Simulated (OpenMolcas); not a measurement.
Computed levels of 3s2 3p2 in ions with 14 electrons, in cm-1 above 3P0.

```
Program             : OpenMolcas 26.06
Method              : XMS-RASPT2, IPEA 0.25 Eh, imaginary shift 0.1 Eh
Basis               : ANO-RCC-VTZP
Scalar Hamiltonian  : DKH2, point nucleus
Spin-orbit coupling : RASSI with atomic mean-field integrals over the reference wave functions, term energies averaged over their components
```

Active space for each ion: 4 electrons in 9 orbitals (RAS2 3s 3p; RAS3 3d, at most 2 electrons); closed shells correlated by CASPT2: 2s 2p.

| Level | P+ | S2+ | Ar4+ |
| --- | --- | --- | --- |
| 3P1 | 145 | 264 | 682 |
| 3P2 | 416 | 746 | 1844 |
| 1D2 | 9220 | 11680 | 16660 |
| 1S0 | 22350 | 28310 | 38950 |

Q: Estimate 3P2, 1D2, 1S0 for Cl3+ from its neighbours S2+ and Ar4+.

A: 3P2 is fine structure, which grows about as the fourth power of a screened charge, so the fourth roots are averaged: ((746^0.25 + 1844^0.25) / 2)^4 = 1203. The calculation gives 1228, so the estimate is off by -2.0 %; the measured value is 1341 (Moore, Atomic Energy Levels, vol. I, NSRDS-NBS 35 (1971 reprint of NBS Circular 467, 1949)).
1D2 is another term, which grows about linearly with the charge: (11680 + 16660) / 2 = 14170. The calculation gives 14130, so the estimate is off by +0.3 %; the measured value is 13766 (Moore, Atomic Energy Levels, vol. I, NSRDS-NBS 35 (1971 reprint of NBS Circular 467, 1949)).
1S0 is another term, which grows about linearly with the charge: (28310 + 38950) / 2 = 33630. The calculation gives 33640, so the estimate is off by 0 %; the measured value is 32550 (Moore, Atomic Energy Levels, vol. I, NSRDS-NBS 35 (1971 reprint of NBS Circular 467, 1949)).

Term energies are means over components that CASPT2 splits; among the terms shown or strongly mixed into the levels shown the widest spread is 53 cm-1 (3s2 3p2 1D, P+). The run also gave levels led by 3s 3p2 3d, 3s2 3p 3d, which use shells meant for correlation; these and all levels above them are left out (holds for P+; S2+). Active for correlation alone: 3d; no level in the range computed is led by a configuration that fills it, so any true level of that kind is missing (holds for Cl3+; Ar4+). Computed and measured levels are paired by configuration, term and J; levels that our copy of the source lacks, or whose pairing is in doubt (as where it misses far off the trend of its configuration), stay unpaired and out of the deviations. Only configurations of the active space appear.
